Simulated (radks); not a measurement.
Results of a calculation; reference values are marked as such.
Q: All-electron atom: Gd2+ in [Xe] 4f7 5d1. Level of theory: scalar-relativistic Kohn-Sham, RPBE, spin-polarised, spherical densities, finite nucleus; open shells are filled with parallel spins first (spin-orbit coupling, left out, can overturn this in heavy ions); Fermi nuclear charge, rms radius 5.1569 fm (a radial shooting solver on a logarithmic mesh with Libxc functionals). Some entries of the table are withheld. Estimate them.

orbital  occ.  eigenvalue (eV)  <r> (bohr)  r(max) (bohr)
1s down     1        -50110.06     0.02191        0.01392
1s up       1        -50110.06     0.02191        0.01392
2s up       1        -8284.816     0.09328        0.07900
2s down     1        -8284.740     0.09328        0.07900
2p up       3        -7374.009     0.08237        0.06395
2p down     3        -7373.954     0.08237        0.06395
3s up       1        -1847.765      0.2445         0.2243
3s down     1        -1845.139      0.2442         0.2242
3p up       3        -1565.554      0.2431         0.2201
3p down     3        -1562.934      0.2428         0.2200
3d up       5        -1192.812      0.2213         0.1801
3d down     5        -1190.800      0.2210         0.1800
4s up       1        -385.1192      0.5530         0.5157
4s down     1        -378.9674      0.5529         0.5156
4p up       3        -292.1031      0.5853         0.5383
4p down     3        -285.9892      0.5853         0.5380
4d up       5        -163.4180      0.6359         0.5591
4d down     5        -157.3283      0.6367         0.5588
5s up       1         -64.7197       1.325          1.192
5s down     1         -61.1684       1.345          1.206
5p up       3         -41.9580       1.540          1.349
5p down     3         -39.1438       1.572          1.369
4f up       7         -24.2497      0.8500         0.5668
4f down     0         -18.7074      0.8941         0.5695
5d up       1              (1)       2.333          1.852
5d down     0              (2)       2.431          1.912

A: 
(1) 5d up eigenvalue (eV): -15.6809
(2) 5d down eigenvalue (eV): -14.1459
